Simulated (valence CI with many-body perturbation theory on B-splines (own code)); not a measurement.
Values are calculated unless marked as measured or tabulated.
**Tm XXX: magnetic and hyperfine properties of the levels**

Method: valence CI with perturbative core correlation (CI+MBPT): four valence electrons over a frozen Dirac-Fock core [Kr], radial functions for each j: 7 s, 7 p, 8 d, 6 f, 4 g, 1 h, with the one-electron correlation potential Σ1 (screened to all orders), the two-electron term Σ2, the three-electron term Σ3, Breit, model QED; selected single and double excitations, second order for the rest, scaled by the run's own slope (own B-spline code, finite nucleus).

The last digits are not significant, and no measured levels were compared; by estimate large intervals hold to a few tenths of a per cent, small ones and those within an open d or f shell to about a per cent. The list stops below the first excitations out of the core.

A/g_I is the dipole constant over the nuclear g factor μ/I (μ in nuclear magnetons, uniformly magnetised nucleus), B/Q the quadrupole constant per barn. Both hold the static response of the core; the bare values leave it out. Large factors of s and p1/2 electrons are usually good to 5 to 10 %; those of open d and f shells near neutrality can be off by tens of per cent, and small factors of p3/2, d and f electrons come from cancelling terms and can be off by a factor of two or in sign, in half-filled shells by more. B is blank for J = 1/2, where it vanishes, and for nearly pure S terms. Energies count from the lowest level. Levels with J = 0 are left out.

Levels are named by their leading jj configuration (3d3/2^4 stands for four electrons in 3d with j = 3/2), which in mixed levels can hold well under half, so a name can repeat and another be missing. Letters in brackets count levels of one name in rising energy.

```
                    Level  E (cm⁻¹)      g  A/g_I (MHz)  A/g_I bare  B/Q (MHz/b)  B/Q bare
      (4d3/2^3 4d5/2) J=1     72109  1.497        -1490        -668         3960      3790
      (4d3/2^3 4d5/2) J=2    104490  1.312         5670        6090         7380      7080
      (4d3/2^3 4d5/2) J=4    107510  1.102        10800       10800        -81.2      -154
      (4d3/2^3 4d5/2) J=3    116010  1.211         8890        9090         4790      4570
(4d3/2^2 4d5/2^2) J=4 [a]    178600  1.159         8720        8820        -4460     -4330
(4d3/2^2 4d5/2^2) J=2 [a]    179370  1.130         5260        5340         7850      7550
(4d3/2^2 4d5/2^2) J=3 [a]    183520  1.106         8120        8130         1810      1740
    (4d3/2^2 4d5/2^2) J=5    196810  1.082        10100       10100         9680      9270
    (4d3/2^2 4d5/2^2) J=1    203980  1.163        10800       10900          664       617
    (4d3/2^2 4d5/2^2) J=6    206440  1.085        10700       10600        11500     11000
(4d3/2^2 4d5/2^2) J=4 [b]    217780  1.032        11600       11500        -3950     -3760
(4d3/2^2 4d5/2^2) J=3 [b]    218410  1.115        11000       11000         3510      3370
(4d3/2^2 4d5/2^2) J=2 [b]    220810  1.106        10000       10000         3490      3340
(4d3/2^2 4d5/2^2) J=2 [c]    254120  1.012        13900       13700        -1170     -1140
(4d3/2^2 4d5/2^2) J=4 [c]    259400  1.229         7270        7510        13700     13200
  (4d3/2 4d5/2^3) J=3 [a]    283570  1.150         6280        6390         1280      1260
  (4d3/2 4d5/2^3) J=4 [a]    287000  1.109         8000        8020        -3200     -3090
(4d3/2^2 4d5/2^2) J=2 [d]    292370  1.235         8580        8820        -3670     -3490
  (4d3/2 4d5/2^3) J=1 [a]    296870  0.887        11500       11000         4520      4320
      (4d3/2 4d5/2^3) J=5    298410  1.145         8680        8760        -6570     -6330
      (4d3/2 4d5/2^3) J=6    302650  1.075        10100       10000        13600     13100
  (4d3/2 4d5/2^3) J=2 [a]    321820  1.032        11500       11400         9350      8940
  (4d3/2 4d5/2^3) J=3 [b]    326490  1.089         9820        9780         4390      4260
  (4d3/2 4d5/2^3) J=3 [c]    362830  1.062        10900       10800        14600     14000
  (4d3/2 4d5/2^3) J=1 [b]    363210  1.443         1460        2150        -6630     -6350
  (4d3/2 4d5/2^3) J=4 [b]    368720  1.039        11100       10900        13400     12900
  (4d3/2 4d5/2^3) J=2 [b]    376180  1.111         9950        9960       -13600    -13000
            (4d5/2^4) J=4    404350  1.160         7350        7470       -12700    -12100
            (4d5/2^4) J=2    437700  1.039         8400        8280         3690      3540
```

Take the isotope of mass number 171, with I = 1/2, μ = -0.23 μN. What is the hyperfine structure of (4d3/2^3 4d5/2) J=2?

From the table A = -2610 MHz. Shifts from the centre of gravity in MHz: F = 3/2: 3920, F = 5/2: -2610.
